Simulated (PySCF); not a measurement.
## Calculated data, BH2O

Computed with PySCF 2.14.0. Calculation on a computer-drawn molecule: vertical ionisation energy to the stated ion spin, frozen-core CCSD(T) at the basis limit and cheaper methods, single-reference cases, UHF for radicals, no spin-orbit; all values are single points at the evaluated structure, the first of each entry, which is the reference or a displaced copy of it and isn't optimised; the reference structure only sets the zero of the energies above reference; triples share is (T) over the correlation energy.

Common to all runs: charge 1; multiplicity 1; ion multiplicity 2; diffuse functions no; basis cc-pVnZ; reference is the Hartree-Fock double-zeta minimum; best is HF at quadruple zeta + MP2 correlation extrapolated from triple and quadruple zeta + CCSD(T) minus MP2 at triple zeta; basis step is the size of the change from the same recipe one zeta lower.

(1) BH2O

Evaluated structure:
```xyz
4
BH2O
B      1.1237    -2.8862     2.2698
O      0.7580    -3.4565     1.2747
H      1.5285    -2.2066     3.4431
H      0.1996    -3.8450     0.5108
```

Reference structure:
```xyz
4
BH2O
B      1.0865    -2.9213     2.2928
O      0.7580    -3.5229     1.2878
H      1.4482    -2.3645     3.2566
H      0.1863    -3.8043     0.5752
```

- ionisation energy best: 22.63 eV
- ionisation energy basis step: 0.01095 eV
- energy above reference best: 14.85 kcal/mol
- energy above reference basis step: 0.02117 kcal/mol
- ionisation energy Koopmans at triple zeta: 22.82 eV
- ionisation energy EOM CCSD at triple zeta: 22.74 eV
- total energy HF triple zeta: -100.4612 hartree
- total energy CCSD(T) triple zeta: -100.7973 hartree
- total energy best: -100.8461 hartree
- T1 diagnostic at triple zeta: 0.01531
- D1 diagnostic at triple zeta: 0.03266
- ion T1 diagnostic at triple zeta: 0.02653
- ion D1 diagnostic at triple zeta: 0.08538
- ion spin squared at triple zeta: 0.7583
- triples share at triple zeta: 0.03485
- basis functions triple zeta: 88

Drawn bonds:
```
atom  other atom  order
   1           2      1
   1           3      1
   2           4      1
```

Triple zeta:
```
 method  ionisation energy (eV)  energy above reference (kcal/mol)
     HF                   21.67                              17.49
    PBE                   22.25                              12.61
 r2SCAN                   22.33                              14.45
  B3LYP                   22.57                              14.46
  wB97X                   22.65                              14.66
    MP2                   22.31                              15.33
   CCSD                   22.57                              14.93
CCSD(T)                   22.53                              14.64
```

(2) BH2O

Evaluated structure:
```xyz
4
BH2O
B      1.1237    -2.8862     2.2698
O      0.7580    -3.4565     1.2747
H      1.5954    -2.0943     3.6372
H      0.1996    -3.8450     0.5108
```

Reference structure:
```xyz
4
BH2O
B      1.0865    -2.9213     2.2928
O      0.7580    -3.5229     1.2878
H      1.4482    -2.3645     3.2566
H      0.1863    -3.8043     0.5752
```

- ionisation energy best: 21.36 eV
- ionisation energy basis step: 0.01052 eV
- energy above reference best: 37.63 kcal/mol
- energy above reference basis step: 0.1484 kcal/mol
- ionisation energy Koopmans at triple zeta: 21.25 eV
- ionisation energy EOM CCSD at triple zeta: 21.45 eV
- total energy HF triple zeta: -100.4205 hartree
- total energy CCSD(T) triple zeta: -100.7613 hartree
- total energy best: -100.8098 hartree
- T1 diagnostic at triple zeta: 0.0158
- D1 diagnostic at triple zeta: 0.0328
- ion T1 diagnostic at triple zeta: 0.0217
- ion D1 diagnostic at triple zeta: 0.05661
- ion spin squared at triple zeta: 0.7573
- triples share at triple zeta: 0.03549
- basis functions triple zeta: 88

Drawn bonds:
```
atom  other atom  order
   1           2      1
   1           3      1
   2           4      1
```

Triple zeta:
```
 method  ionisation energy (eV)  energy above reference (kcal/mol)
     HF                   20.25                              43.01
    PBE                   21.04                              34.21
 r2SCAN                   21.05                              37.37
  B3LYP                   21.29                              37.35
  wB97X                   21.26                              38.23
    MP2                   20.98                              39.29
   CCSD                   21.29                               37.8
CCSD(T)                   21.27                              37.28
```

(3) BH2O

Evaluated structure:
```xyz
4
BH2O
B      1.0791    -2.9149     2.1702
O      0.7189    -3.5757     1.2905
H      1.3990    -2.3725     3.2644
H      0.2088    -3.8507     0.6117
```

Reference structure:
```xyz
4
BH2O
B      1.0865    -2.9213     2.2928
O      0.7580    -3.5229     1.2878
H      1.4482    -2.3645     3.2566
H      0.1863    -3.8043     0.5752
```

* ionisation energy best: 23.73 eV
* ionisation energy basis step: 0.005409 eV
* energy above reference best: 10.94 kcal/mol
* energy above reference basis step: 0.8445 kcal/mol
* ionisation energy Koopmans at triple zeta: 24.03 eV
* ionisation energy EOM CCSD at triple zeta: 23.8 eV
* total energy HF triple zeta: -100.4743 hartree
* total energy CCSD(T) triple zeta: -100.8021 hartree
* total energy best: -100.8524 hartree
* T1 diagnostic at triple zeta: 0.0135
* D1 diagnostic at triple zeta: 0.02914
* ion T1 diagnostic at triple zeta: 0.03472
* ion D1 diagnostic at triple zeta: 0.1324
* ion spin squared at triple zeta: 0.7568
* triples share at triple zeta: 0.03214
* basis functions triple zeta: 88

Drawn bonds:
```
atom  other atom  order
   1           2      1
   1           3      1
   2           4      1
```

Triple zeta:
```
 method  ionisation energy (eV)  energy above reference (kcal/mol)
     HF                   22.81                              9.277
    PBE                   23.22                              12.01
 r2SCAN                   23.34                              11.27
  B3LYP                   23.56                              11.32
  wB97X                   23.71                              11.06
    MP2                   23.45                              12.06
   CCSD                   23.67                               11.2
CCSD(T)                   23.63                              11.66
```

(4) BH2O

Evaluated structure:
```xyz
4
BH2O
B      1.0749    -2.9120     2.2946
O      0.8083    -3.5576     1.2621
H      1.4793    -2.3540     3.2637
H     -0.1006    -3.8539     0.2410
```

Reference structure:
```xyz
4
BH2O
B      1.0865    -2.9213     2.2928
O      0.7580    -3.5229     1.2878
H      1.4482    -2.3645     3.2566
H      0.1863    -3.8043     0.5752
```

* ionisation energy best: 21.92 eV
* ionisation energy basis step: 0.01979 eV
* energy above reference best: 45.97 kcal/mol
* energy above reference basis step: 0.6301 kcal/mol
* ionisation energy Koopmans at triple zeta: 22.72 eV
* ionisation energy EOM CCSD at triple zeta: 21.65 eV
* total energy HF triple zeta: -100.4020 hartree
* total energy CCSD(T) triple zeta: -100.7478 hartree
* total energy best: -100.7965 hartree
* T1 diagnostic at triple zeta: 0.01891
* D1 diagnostic at triple zeta: 0.03891
* ion T1 diagnostic at triple zeta: 0.01265
* ion D1 diagnostic at triple zeta: 0.02726
* ion spin squared at triple zeta: 0.7588
* triples share at triple zeta: 0.03935
* basis functions triple zeta: 88

Drawn bonds:
```
atom  other atom  order
   1           2      1
   1           3      1
   2           4      1
```

Triple zeta:
```
 method  ionisation energy (eV)  energy above reference (kcal/mol)
     HF                   19.71                              54.64
    PBE                   21.97                              40.87
 r2SCAN                    21.8                              44.54
  B3LYP                   21.91                              44.27
  wB97X                   21.74                              46.26
    MP2                   22.01                              44.85
   CCSD                    21.6                              47.17
CCSD(T)                   21.78                               45.7
```

(5) BH2O

Evaluated structure:
```xyz
4
BH2O
B      1.0823    -2.8371     2.2183
O      0.6258    -3.5566     1.2657
H      1.4824    -2.3372     3.2378
H      0.2392    -3.8802     0.6349
```

Reference structure:
```xyz
4
BH2O
B      1.0865    -2.9213     2.2928
O      0.7580    -3.5229     1.2878
H      1.4482    -2.3645     3.2566
H      0.1863    -3.8043     0.5752
```

* ionisation energy best: 23.47 eV
* ionisation energy basis step: 0.03592 eV
* energy above reference best: 25.21 kcal/mol
* energy above reference basis step: 0.07262 kcal/mol
* ionisation energy Koopmans at triple zeta: 24.15 eV
* ionisation energy EOM CCSD at triple zeta: 23.24 eV
* total energy HF triple zeta: -100.4500 hartree
* total energy CCSD(T) triple zeta: -100.7805 hartree
* total energy best: -100.8296 hartree
* T1 diagnostic at triple zeta: 0.01695
* D1 diagnostic at triple zeta: 0.03705
* ion T1 diagnostic at triple zeta: 0.01294
* ion D1 diagnostic at triple zeta: 0.03702
* ion spin squared at triple zeta: 0.7559
* triples share at triple zeta: 0.0344
* basis functions triple zeta: 88

Drawn bonds:
```
atom  other atom  order
   1           2      1
   1           3      1
   2           4      1
```

Triple zeta:
```
 method  ionisation energy (eV)  energy above reference (kcal/mol)
     HF                    21.4                              24.51
    PBE                   23.23                              26.06
 r2SCAN                   23.22                              25.55
  B3LYP                   23.41                              25.93
  wB97X                   23.31                              25.32
    MP2                   23.51                               25.5
   CCSD                   23.18                              25.26
CCSD(T)                   23.33                              25.19
```

(6) BH2O

Evaluated structure:
```xyz
4
BH2O
B      1.0823    -2.8371     2.2183
O      0.6258    -3.5566     1.2657
H      1.4694    -2.3534     3.2048
H      0.2392    -3.8802     0.6349
```

Reference structure:
```xyz
4
BH2O
B      1.0865    -2.9213     2.2928
O      0.7580    -3.5229     1.2878
H      1.4482    -2.3645     3.2566
H      0.1863    -3.8043     0.5752
```

* ionisation energy best: 23.5 eV
* ionisation energy basis step: 0.03561 eV
* energy above reference best: 24.91 kcal/mol
* energy above reference basis step: 0.07829 kcal/mol
* ionisation energy Koopmans at triple zeta: 24.17 eV
* ionisation energy EOM CCSD at triple zeta: 23.26 eV
* total energy HF triple zeta: -100.4508 hartree
* total energy CCSD(T) triple zeta: -100.7809 hartree
* total energy best: -100.8301 hartree
* T1 diagnostic at triple zeta: 0.01696
* D1 diagnostic at triple zeta: 0.03709
* ion T1 diagnostic at triple zeta: 0.01205
* ion D1 diagnostic at triple zeta: 0.03144
* ion spin squared at triple zeta: 0.7558
* triples share at triple zeta: 0.03433
* basis functions triple zeta: 88

Drawn bonds:
```
atom  other atom  order
   1           2      1
   1           3      1
   2           4      1
```

Triple zeta:
```
 method  ionisation energy (eV)  energy above reference (kcal/mol)
     HF                   21.43                              24.04
    PBE                   23.34                              26.01
 r2SCAN                   23.29                               25.3
  B3LYP                   23.47                              25.62
  wB97X                   23.34                               25.1
    MP2                   23.53                              25.13
   CCSD                    23.2                              24.97
CCSD(T)                   23.35                              24.92
```

(7) BH2O

Evaluated structure:
```xyz
4
BH2O
B      1.0823    -2.8371     2.2183
O      0.6258    -3.5566     1.2657
H      1.5020    -2.3127     3.2878
H      0.2392    -3.8802     0.6349
```

Reference structure:
```xyz
4
BH2O
B      1.0865    -2.9213     2.2928
O      0.7580    -3.5229     1.2878
H      1.4482    -2.3645     3.2566
H      0.1863    -3.8043     0.5752
```

- ionisation energy best: 23.43 eV
- ionisation energy basis step: 1.02 eV
- energy above reference best: 27.17 kcal/mol
- energy above reference basis step: 0.07013 kcal/mol
- ionisation energy Koopmans at triple zeta: 24.12 eV
- ionisation energy EOM CCSD at triple zeta: 23.2 eV
- total energy HF triple zeta: -100.4464 hartree
- total energy CCSD(T) triple zeta: -100.7775 hartree
- total energy best: -100.8265 hartree
- T1 diagnostic at triple zeta: 0.01695
- D1 diagnostic at triple zeta: 0.03699
- ion T1 diagnostic at triple zeta: 0.01523
- ion D1 diagnostic at triple zeta: 0.05011
- ion spin squared at triple zeta: 0.7559
- triples share at triple zeta: 0.03452
- basis functions triple zeta: 88

Drawn bonds:
```
atom  other atom  order
   1           2      1
   1           3      1
   2           4      1
```

Triple zeta:
```
 method  ionisation energy (eV)  energy above reference (kcal/mol)
     HF                   21.36                              26.77
    PBE                   23.06                              27.63
 r2SCAN                   23.09                              27.43
  B3LYP                   23.29                              27.88
  wB97X                   23.26                              27.19
    MP2                   23.46                              27.58
   CCSD                   23.13                              27.21
CCSD(T)                   23.28                               27.1
```

(8) BH2O

Evaluated structure:
```xyz
4
BH2O
B      1.0823    -2.8371     2.2183
O      0.6258    -3.5566     1.2657
H      1.5558    -2.2454     3.4250
H      0.2392    -3.8802     0.6349
```

Reference structure:
```xyz
4
BH2O
B      1.0865    -2.9213     2.2928
O      0.7580    -3.5229     1.2878
H      1.4482    -2.3645     3.2566
H      0.1863    -3.8043     0.5752
```

- ionisation energy best: 23.08 eV
- ionisation energy basis step: 0.01638 eV
- energy above reference best: 38.5 kcal/mol
- energy above reference basis step: 0.106 kcal/mol
- ionisation energy Koopmans at triple zeta: 23.3 eV
- ionisation energy EOM CCSD at triple zeta: 23.05 eV
- total energy HF triple zeta: -100.4264 hartree
- total energy CCSD(T) triple zeta: -100.7596 hartree
- total energy best: -100.8084 hartree
- T1 diagnostic at triple zeta: 0.01703
- D1 diagnostic at triple zeta: 0.03692
- ion T1 diagnostic at triple zeta: 0.0385
- ion D1 diagnostic at triple zeta: 0.1395
- ion spin squared at triple zeta: 0.7607
- triples share at triple zeta: 0.03488
- basis functions triple zeta: 88

Drawn bonds:
```
atom  other atom  order
   1           2      1
   1           3      1
   2           4      1
```

Triple zeta:
```
 method  ionisation energy (eV)  energy above reference (kcal/mol)
     HF                    22.2                              39.33
    PBE                   22.49                              37.92
 r2SCAN                   22.59                              38.62
  B3LYP                   23.14                              39.16
  wB97X                   22.96                              38.53
    MP2                   22.77                              39.41
   CCSD                   23.04                              38.53
CCSD(T)                   22.98                              38.31
```
